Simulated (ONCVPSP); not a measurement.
# What one change does to a pseudopotential (Be (Z = 4), ONCV)

- Element: beryllium (Be)
- Generator: ONCVPSP 4.0.1
- Type: optimised norm-conserving Vanderbilt (ONCV)
- Functional: PBEsol
- Relativity: scalar-relativistic
- Frozen core: [He]
- Valence charge: 2
- Reference configuration: 2s2
- Partial waves: 2s: rc 1.50 bohr, ncon 4, nbas 8, qcut 3.7 1/bohr, 1 projector; p scattering state at 0.16 Ha: rc 1.35 bohr, ncon 5, nbas 8, qcut 5.7 1/bohr, 1 projector; d scattering state at 0.18 Ha: rc 1.60 bohr, ncon 3, nbas 7, qcut 5.9 1/bohr, 2 projectors, debl 0.7 Ha
- Local potential: polynomial inside 1.00 bohr (lpopt 5, dvloc0 0 Ha)
- Core correction: polynomial model core, fcfact 0.6

All-electron outer shells of the reference configuration (PBEsol, scalar-relativistic, ld1.x):

```
shell  level (eV)  outermost node (bohr)  outermost maximum (bohr)
   1s     -105.45                      –                      0.27
   2s       -5.54                   0.60                      2.04
```

Change: core correction polynomial model core, fcfact 1.12.

Cutoffs: the cutoffs (Ha) at which the residual kinetic energy of the hardest occupied pseudo-wave falls to 1 and 0.1 mHa per electron; they do not see the model core or the augmentation charge, which bear on the density cutoff. Errors are all-electron minus pseudo energies relative to the spin-unpolarised reference configuration.

**Question.** How do hardness, ghosts and transferability respond?

**Answer.** The potential gets neither clearly harder nor softer (6.0 Ha and 14 Ha → 6.0 Ha and 14 Ha); the errors of the 4 common tests hardly move; neither file shows a bound ghost. A model core, the more so a compact one, raises the density cutoff, which this test does not measure.

| quantity | base | changed |
| --- | --- | --- |
| cutoff, loose | 6.0 Ha | 6.0 Ha |
| cutoff, tight | 14 Ha | 14 Ha |
| bound ghosts | none | none |
| GHOST(+) flags under 300 eV | none | none |
| error for 2s1, meV [ΔE 9.46 eV] | +7.9 | +7.1 |
| error for 2s1.5, meV [ΔE 3.72 eV] | +1.5 | +1.3 |
| error for 2s1 2p1, meV [ΔE 3.59 eV] | +1.6 | +1.5 |
| error for 2s0 2p1, meV [ΔE 13.36 eV] | +11 | +11 |
| s: phases at 1.52 bohr within 0.05 rad from the reference energy up to (Ha; the scan ends near 5) | 1.5 | 1.5 |
| p: phases at 1.37 bohr within 0.05 rad from the reference energy up to (Ha; the scan ends near 5) | 4.6 | 4.6 |
| d: phases at 1.63 bohr within 0.05 rad from the reference energy up to (Ha; the scan ends near 5) | to the end of the scan | to the end of the scan |
| rms error of d²Exc/dni dnj with the model core, mHa | 0.34 | 0.16 |
